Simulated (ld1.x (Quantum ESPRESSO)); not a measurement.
What the settings do to the RRKJ potential of titanium

Base potential:

| Property | Result |
| --- | --- |
| Element | Ti |
| Generator | ld1.x (Quantum ESPRESSO) 7.5 |
| Type | norm-conserving RRKJ (Kleinman–Bylander form) |
| Functional | PBEsol |
| Relativity | scalar-relativistic |
| Frozen core | [Ne] |
| Valence charge | 12 |
| Reference configuration | 3s2 3p6 3d2 4s1.75 4p0.25 |
| Partial waves | 3p (bound): rc 1.45 bohr; 3d (bound): rc 1.45 bohr; 4f channel at 0.25 Ry: rc 1.30 bohr; 3s (bound): rc 0.95 bohr |
| Local potential | the s channel |
| Core correction | Bessel-smoothed model core inside 1.00 bohr |
| rho0 | 0.02 |

Occupied shells without a wave of their own: 4p, 4s. They enter only through the test configuration that unscreens the potential, and ld1.x also counts them in the model core charge.

All-electron outer shells of the reference configuration (PBEsol, scalar-relativistic, ld1.x):

```
shell  level (eV)  outermost node (bohr)  outermost maximum (bohr)
   2s     -536.57                   0.09                      0.27
   2p     -444.26                      –                      0.22
   3s      -62.80                   0.40                      0.87
   3p      -39.12                   0.37                      0.90
   4s       -4.68                   1.24                      2.92
   3d       -4.59                      –                      0.98
   4p       -1.62                   1.39                      3.80
```

Cutoffs, loose and tight: the cutoffs (Ry, on a coarse ladder) from which the occupation-weighted sum of valence levels, in a spherical-Bessel basis at the reference potential, stays within 10 and 1 mRy of its value at 400 Ry. They do not see the model core or the augmentation charge, which bear on the density cutoff. Test errors are all-electron minus pseudo excitation energies from the reference, over the configurations 3s2 3p6 3d2 4s2 4p0; 3s2 3p6 3d2 4s1 4p0; 3s2 3p6 3d2 4s0 4p0; 3s1 3p6 3d2 4s2 4p0; 3s2 3p6 3d2 4s1 4p1; 3s2 3p6 3d3 4s0 4p0; 3s2 3p6 3d3 4s1 4p0. A dash means not determined; rows that change the core or the reference have their own tests.

With those shells counted twice in exchange and correlation these files are broken, and their errors move erratically; no question is asked of them.

| change | outcome | cutoff, loose | cutoff, tight | bound ghosts | largest test error (meV) |
| --- | --- | --- | --- | --- | --- |
| base | generated | 120 Ry | 230 Ry | none | -922 |
| wave 4f channel at 0.25 Ry: rc 1.30 bohr becomes 4f channel at 0.25 Ry: rc 1.26 bohr | generated | 120 Ry | 230 Ry | none | -922 |
| wave 3s (bound): rc 0.95 bohr becomes 3s (bound): rc 0.64 bohr | generated | 260 Ry | over 300 Ry | none | -1228 |
| functional LDA (PZ) | generated | 140 Ry | 230 Ry | none | -819 |
| core [Ar], valence charge 4; reference 3d2 4s2 4p0; waves now 4p (bound): rc 4.20 bohr; 3d (bound): rc 1.35 bohr; 4f channel at 0.25 Ry: rc 4.20 bohr; 4s (bound): rc 2.80 bohr; core correction Bessel-smoothed model core inside 1.30 bohr | generated | 80 Ry | 90 Ry | none | -611 |
| reference 3s2 3p6 3d2.5 4s1.5 4p0 | generated | 120 Ry | 230 Ry | none | -933 |
| core correction Bessel-smoothed model core inside 1.16 bohr | generated | 120 Ry | 230 Ry | none | -922 |
